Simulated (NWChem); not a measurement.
VH₂SO₂F; SMILES [OH][V]([OH])([F])=[S]

```xyz
7

V     -0.0004    -0.2641     0.0000
S      0.0970     1.7265     0.0002
F      1.5825    -0.9192     0.0030
O     -0.8445    -0.8008    -1.4101
H     -1.1117    -0.2325    -2.1428
O     -0.8499    -0.8007     1.4068
H     -1.1198    -0.2324     2.1385
```
Atoms are numbered in this order, from 1.

Program: NWChem. Structure relaxed at the PBE0/def2-SVP level. Level M06-2X/def2-SVP: energy and gradient on several grids; changes count from the extra-fine grid, which is no exact limit either.

Which is the coarsest grid (fine; xcoarse; xfine; medium; coarse) from which on the energy stays within 500 μHa and each gradient component within 500 μHa/bohr of xfine?

medium.
```csv
grid,size of the energy change (μHa),largest change of a gradient component (μHa/bohr)
xcoarse,10000,2000
coarse,900,1000
medium,30,< 30
fine,< 10,50
xfine,< 10,< 30
```
